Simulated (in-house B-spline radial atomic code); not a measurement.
## Correlation energy from the adiabatic connection: ω²r²/2 − Z/r, ω = 0.0367, Z = -0.5

Two electrons in a singlet, external potential ω²r²/2 − Z/r, ω = 0.0367, Z = -0.5 (atomic units). Full CI in B-splines (partial waves to l = 8, correlation up to 0.6 % small) with the density held fixed gives W(λ) = <V_ee>_λ − U, and E_c is the integral of W(λ) − W(0) from 0 to 1.

```json
{"λ": "0", "W(λ) − W(0) (hartree)": "0.00000"}
{"λ": "0.02", "W(λ) − W(0) (hartree)": "-0.00263"}
{"λ": "0.05", "W(λ) − W(0) (hartree)": "-0.00606"}
{"λ": "0.12", "W(λ) − W(0) (hartree)": "-0.01214"}
{"λ": "0.25", "W(λ) − W(0) (hartree)": "-0.01896"}
{"λ": "0.4", "W(λ) − W(0) (hartree)": "-0.02326"}
{"λ": "0.6", "W(λ) − W(0) (hartree)": "-0.02648"}
{"λ": "0.8", "W(λ) − W(0) (hartree)": "-0.02843"}
{"λ": "1", "W(λ) − W(0) (hartree)": "-0.02975"}
```

Question: Integrate the table by the trapezoid rule.

Answer: The strips give -0.00003, -0.00013, -0.00064, -0.00202, -0.00317, -0.00497, -0.00549, -0.00582, which sum to -0.02226 hartree. The direct value, W(1) − W(0) + T_c with T_c = 0.00734, is -0.02241; the curve is convex, so chords lie above it and the trapezoids fall short in size by 0.64 %.

Question: Now use only three numbers: W(0) = -0.095112, the initial slope W'(0) = -0.1387 (extrapolated from the first points) and the strong-coupling limit of the point-charge-plus-continuum model, W∞ = -0.12331. What do second-order theory and the interpolation W(λ) = W∞ + (W(0) − W∞)/√(1 + 2χλ) of Seidl, Perdew and Levy give?

Answer: Second order keeps the slope alone: E_c = W'(0)/2 = -0.06935, +209 % in size against -0.02241. Matching the slope fixes χ = W'(0)/(W∞ − W(0)) = -0.1387/(-0.02820) = 4.91879. Integrating, with s = √(1 + 2χ) = 3.292048, E_c = −(W(0) − W∞)(s − 1)/(s + 1) = −0.02820 × 2.292048/4.292048 = -0.01506 hartree, -32.8 % in size against the full result. At λ = 1 the formula gives W − W(0) = -0.01963 against -0.02975. Part of the miss can come from the model's W∞, which here lies above the computed W at λ = 7, -0.13198. The slope is uncertain by some per cent for so bent a curve.
